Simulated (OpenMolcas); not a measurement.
# Se III: effect of the basis set

```yaml
Program: OpenMolcas 26.06
Method: CASSCF
Active_space: 4 electrons in 8 orbitals (4s 4p 5s 5p)
State_averaging: 2S+1 = 3 even, 3 roots; 2S+1 = 1 even, 9 roots; 2S+1 = 5 odd, 1 root; 2S+1 = 3 odd, 9 roots; 2S+1 = 1 odd, 8 roots
Spin-orbit_coupling: RASSI with atomic mean-field integrals over the reference wave functions, term energies averaged over their components
```

A. ANO-RCC-VTZP [6s5p3d1f], DKH2, point nucleus; cost roughly 27 core-seconds
B. ANO-RCC-VQZP [7s6p4d2f1g], DKH2, point nucleus; cost about 25 core-seconds
C. ANO-RCC [9s8p6d4f2g], DKH2, point nucleus; cost about 30 core-seconds

Energies in cm-1 above 4s2 4p2 3P0, the measured ground level; measured values from Moore, Atomic Energy Levels, vol. II, NSRDS-NBS 35 (1971 reprint of NBS Circular 467, 1952).

| Level | A | B | C | Measured |
| --- | --- | --- | --- | --- |
| 4s2 4p2 3P0 | 0.0 | 0.0 | 0.0 | 0.0 |
| 4s2 4p2 3P1 | 1503 | 1464 | 1487 | 1741 |
| 4s2 4p2 3P2 | 3557 | 3478 | 3524 | 3937 |
| 4s2 4p2 1D2 | 16511 | 16537 | 16555 | 13032 |
| 4s2 4p2 1S0 | 27964 | 28038 | 28036 |  |
| 4s 4p3 5S* 2 | 57003 | 56787 | 56821 |  |
| 4s 4p3 3D* 1 | 98619 | 98647 | 98654 |  |
| 4s 4p3 3D* 2 | 98698 | 98730 | 98734 | 92723 |
| 4s 4p3 3D* 3 | 99227 | 99252 | 99262 |  |
| 4s 4p3 3P* 0 | 110823 | 110895 | 110890 | 106482 |
| 4s 4p3 3P* 1 | 111067 | 111136 | 111133 |  |
| 4s 4p3 3P* 2 | 111473 | 111535 | 111535 |  |

Deviations, from unrounded energies. A percentage is the sum of absolute deviations over the sum of measured energies, with the sign that they share, or ± where signs differ.

| Against measurement | Levels | A | B | C |
| --- | --- | --- | --- | --- |
| mean absolute deviation (cm-1) | 5 | 2900 | 2900 | 2900 |
| fine structure of the ground term (%) | 2 | -10.9 | -13.0 | -11.7 |
| other terms of the ground configuration (%) | 1 | +26.7 | +26.9 | +27.0 |
| other configurations (%) | 2 | +5.2 | +5.2 | +5.2 |

A, B, C lie about equally close to measurement. The largest miss of A in the table is 4s 4p3 3D* 2, by +6000 cm-1. The ranking rests on the paired levels alone, and a cruder setting can come out closer through cancelling errors.

Among A to C the level of the table that moves most is 4s 4p3 5S* 2, by 220 cm-1 (lowest in B, highest in A).

The run also gave levels led by 4s2 4p 5p, which use shells meant for correlation; these and all levels above them are left out. Terms of s pⁿ other than that of highest spin mix with s² pⁿ⁻² d, which this space lacks; all of them can be thousands of cm-1 off, and some have no real level of that name. Measured partners are found by configuration, term and J. A level has none where our copy of the source lacks it or the pairing is in doubt (some pairs that miss far off the trend of their configuration count as doubtful), and it then counts in no deviation. Levels of configurations outside the active space are missing. Levels that lie high or do not pair safely by name in every column are left out.

* marks odd parity.
